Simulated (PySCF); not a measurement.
C₄H₁₀OSi, SMILES O1CC[C@@]1(C)[SiH3]. Coordinates come from a B3LYP-D3(BJ)/def2-SVP optimisation. The structure was generated by enumeration; whether it is a known compound was not checked.

The numbers are results of PySCF with B3LYP-D3(BJ)/def2-SVP, not measurements.

Harmonic wavenumbers (cm⁻¹): 100, 161, 210, 215, 241, 343, 356, 532, 635, 646, 756, 829, 871, 903, 926, 950, 955, 984, 994, 1041, 1102, 1161, 1185, 1196, 1233, 1259, 1345, 1387, 1450, 1463, 1473, 1510, 2202, 2226, 2234, 3014, 3019, 3061, 3066, 3103, 3113, 3120. Rotational constants (GHz): 3.924, 2.419, 2.003; symmetry number 1.

Task: Work out the zero-point energy and the ideal-gas rigid-rotor harmonic-oscillator thermochemistry at 298.15 K and 1 atm.

Result: ZPE = ½ Σ hcν = ½ × 56568 cm⁻¹ = 338.35 kJ/mol. H − E(el) = 360.91 kJ/mol. Entropy in J/(mol K): translation 166.45, rotation 113.92, vibration 72.14, total 352.51. G − E(el) = 255.81 kJ/mol. Cp = 126.01 J/(mol K). Modes under 150 cm⁻¹ make the vibrational entropy uncertain.
